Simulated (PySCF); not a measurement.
GeH3Br, SMILES [Br][GeH3].

Geometry optimised at B3LYP-D3(BJ)/def2-TZVP.

Method: B3LYP-D3(BJ)/def2-TZVP in PySCF.

Frequencies are harmonic and unscaled.

Modes within 1.5 cm⁻¹ of each other (mostly degenerate sets) share a row, with their intensities summed.

**Question.** List the normal modes with their intensities. (An estimate is asked for; the answer gives what the named calculation found.)

**Answer.** 
```
mode  ν (cm⁻¹)  IR (km/mol)  Raman (Å⁴/amu)  depolarisation  moving atoms (share of kinetic energy)
----  --------  -----------  --------------  --------------  --------------------------------------
1          296         26.5             7.7            0.23                        Ge 51 %, Br 48 %
2–3        569         21.5            11.9            0.75                                  H 96 %
4          832        219.0             9.4            0.32                                  H 98 %
5–6        871         90.9            36.5            0.75                                  H 99 %
7         2154         51.3           320.4            0.01                                 H 100 %
8–9       2169        190.5           202.7            0.75                                  H 98 %
```
